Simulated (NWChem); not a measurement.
System: C$_{4}$H$_{2}$N$_{2}$; SMILES C(#N)/N=C/C#C

Results from NWChem. Pople sets run with spherical d functions. Coordinates come from a PBE0/def2-SVP optimisation.

For level PBE/3-21G:

- highest occupied level (eV) = -6.61
- orbital gap (eV) = 3.02
- dipole (D) = 4.79

Question: How do the values read with level PBE/6-31G* instead?

Answer: 
| Property | Value |
|---|---|
| highest occupied level (eV) | -6.80 |
| orbital gap (eV) | 3.13 |
| dipole (D) | 5.17 |
